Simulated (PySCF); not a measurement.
3,6-dihydro-2H-pyran (C₅H₈O), SMILES C1COCC=C1.

Geometry: B3LYP-D3(BJ)/def2-SVP. The values are those of a single conformer.

Calculation: TDDFT-PBE/def2-SVPD in PySCF 2.14.0.

Vertical excitations. Isolated molecule, no solvent.

Computed excitation energies, oscillator strengths and character:
```
state  energy (eV)  λ (nm)      f                                                                  main pairs
-----  -----------  ------  -----  --------------------------------------------------------------------------
S1            5.20     239  0.010                                                              HOMO→LUMO 90 %
S2            5.92     209  0.004                                                            HOMO→LUMO+1 95 %
S3            6.13     202  0.012                                                          HOMO−1→LUMO+1 83 %
S4            6.52     190  0.024                        HOMO−2→LUMO 61 %, HOMO−1→LUMO 16 %, HOMO→LUMO+2 12 %
S5            6.59     188  0.024                                          HOMO→LUMO+2 85 %, HOMO−2→LUMO 14 %
S6            6.75     184  0.025                                                            HOMO→LUMO+3 94 %
S7            6.85     181  0.037                                        HOMO−1→LUMO+2 60 %, HOMO−1→LUMO 14 %
S8            6.86     181  0.116  HOMO−1→LUMO+2 39 %, HOMO−1→LUMO 21 %, HOMO−2→LUMO 13 %, HOMO−1→LUMO+3 10 %
S9            7.05     176  0.022                                        HOMO−1→LUMO+3 64 %, HOMO→LUMO+4 26 %
S10           7.09     175  0.034                      HOMO→LUMO+4 64 %, HOMO−1→LUMO+3 17 %, HOMO→LUMO+5 11 %
T1            4.36     284      0                                            HOMO−1→LUMO 76 %, HOMO→LUMO 21 %
T2            5.07     245      0                                            HOMO→LUMO 78 %, HOMO−1→LUMO 21 %
T3            5.80     214      0                                                            HOMO→LUMO+1 99 %
T4            6.08     204      0                                                          HOMO−1→LUMO+1 98 %
```
Triplets are in the Tamm–Dancoff approximation, which puts them higher than full response would, so one can lie above its singlet here.
